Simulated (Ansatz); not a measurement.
Consider the silylene formation by 1,1-elimination: `C[Si](C)(C)F` → `CC` + `C[Si]F`.

Isolated molecules relaxed with PBE0-D4/def2-TZVP in Ansatz; ΔE leaves out vibrations. CBS: MP2 limit from def2 TZ/QZ plus the TZ coupled-cluster correction, frozen cores. This one scheme is used for every species. Functionals use def2-TZVPP.

```
       species  r2SCAN energy (Eh)
`C[Si](C)(C)F`          -509.14209
          `CC`           -79.80020
      `C[Si]F`          -429.23810
```

Question: Work out ΔE.

Answer: ΔE = (-79.80020) + (-429.23810) − (-509.14209) = 0.10379 Eh = +272.5 kJ/mol. CCSD(T)/CBS gives +256.9 kJ/mol.

Largest T1 diagnostic among the species: 0.014.

Leaving LDA and LC-ωPBE aside and taking each functional with its dispersion term where it has one, the values, not all of them listed here, spread over 48.5 kJ/mol, from BLYP-D4 to r2SCAN0-D4. LDA lies +35.5 kJ/mol from PBE without D4. From r2SCAN to r2SCAN0 (25 % exact exchange), in def2-TZVPP and without D4, ΔE moves by +4.2 kJ/mol.
